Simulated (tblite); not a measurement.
Compound: C5H14OSSi2.
Geometry (GFN2-xTB, Å), atoms numbered from 1 in this order:
```
atom  x, y, z in Å
C1    -2.154   -0.108    1.468
C2    -1.683    0.372    0.100
C3    -1.381    1.870    0.107
O4    -0.523   -0.382   -0.229
C5    -0.212   -0.514   -1.538
C6     0.809   -1.271   -1.928
Si7    1.866   -2.201   -0.697
S8     3.435   -0.949    0.105
Si9    2.419    0.794    0.811
H10   -2.352   -1.177    1.441
H11   -1.383    0.084    2.208
H12   -3.062    0.415    1.756
H13   -2.464    0.164   -0.649
H14   -0.640    2.095    0.871
H15   -2.289    2.429    0.313
H16   -0.989    2.184   -0.858
H17   -0.853    0.021   -2.236
H18    1.014   -1.336   -2.984
H19    1.085   -2.693    0.432
H20    2.624   -3.253   -1.360
H21    1.814    1.480   -0.325
H22    1.427    0.416    1.808
H23    3.489    1.587    1.395
```

Level: GFN2-xTB in tblite, geometry and Hessian alike; calculated harmonic values, unscaled, isolated species. This tight-binding method is rough: wavenumbers can miss measured ones by several per cent, in bad cases by 10 to 20. Modes of hydrogen on silicon can be 10 to 20 % off. One conformer, not necessarily the lowest.

Harmonic wavenumbers (cm⁻¹): 34.3, 40.8, 62.8, 74.9, 97.1, 121.9, 149.2, 180.7, 199.8, 209.1, 255.3, 327.9, 364.8, 420.8, 445.7, 468.0, 484.2, 512.2, 536.9, 553.3, 588.9, 623.6, 699.6, 732.5, 753.0, 764.3, 773.5, 786.1, 793.1, 887.4, 894.5, 940.3, 951.4, 971.5, 1084.6, 1140.2, 1157.2, 1177.0, 1235.0, 1312.2, 1318.9, 1342.8, 1396.1, 1408.2, 1473.4, 1485.0, 1485.2, 1497.5, 1651.4, 2290.5, 2297.9, 2312.3, 2317.1, 2344.3, 2855.8, 2972.4, 3033.2, 3044.5, 3046.4, 3048.4, 3050.9, 3052.2, 3094.3.

A = 1362, B = 615.6, C = 500.8 MHz; mass 178.030 u (most abundant isotopes); point group C1, symmetry number 1.

Question: Zero-point energy?

Answer: Half the sum of the wavenumbers: 37812 cm⁻¹ = 452.33 kJ/mol.

Question: Entropy at 200 K, 1 bar (ideal gas, RRHO, classical rotation)?

Answer: Translation 165.18, rotation 124.79, vibration 135.81: S = 425.8 J/(mol K).

Question: And Cp and H(200 K) − H(0)?

Answer: Cp = 165.07 J/(mol K), of which vibrations give 131.81 (their classical limit is 63 R = 523.8); H(200 K) − H(0) = 20.68 kJ/mol without the zero-point energy, 14.03 from vibrations.

Question: How do the functions run with temperature in this model?

Answer: 
```json
{"T (K)": "100", "S (J/(mol K))": "334.0", "Cp (J/(mol K))": "106.5", "H − H(0) (kJ/mol)": "7.11", "G − H(0) (kJ/mol)": "-26.30", "ln q(vib)": "3.52"}
{"T (K)": "300", "S (J/(mol K))": "503.5", "Cp (J/(mol K))": "221.1", "H − H(0) (kJ/mol)": "40.04", "G − H(0) (kJ/mol)": "-111.01", "ln q(vib)": "12.01"}
{"T (K)": "500", "S (J/(mol K))": "638.5", "Cp (J/(mol K))": "309.3", "H − H(0) (kJ/mol)": "93.64", "G − H(0) (kJ/mol)": "-225.61", "ln q(vib)": "19.73"}
{"T (K)": "800", "S (J/(mol K))": "803.6", "Cp (J/(mol K))": "392.7", "H − H(0) (kJ/mol)": "200.02", "G − H(0) (kJ/mol)": "-442.88", "ln q(vib)": "30.16"}
{"T (K)": "1000", "S (J/(mol K))": "895.4", "Cp (J/(mol K))": "429.4", "H − H(0) (kJ/mol)": "282.42", "G − H(0) (kJ/mol)": "-612.99", "ln q(vib)": "36.41"}
```

q(vib) and H(0) count from the zero-point level.

Question: Which modes carry the vibrational entropy at 200 K?

Answer: 34.3 cm⁻¹: 19.97; 40.8 cm⁻¹: 18.54; 62.8 cm⁻¹: 14.99; 74.9 cm⁻¹: 13.56; 97.1 cm⁻¹: 11.46; 121.9 cm⁻¹: 9.67 J/(mol K); the other 57 give 47.63 together.

Hindered rotation and anharmonicity are outside this model. Other conformers, if any are populated, would add a mixing term that is left out. The structure is chiral; the term R ln 2 for an equal mix with its mirror image is left out.
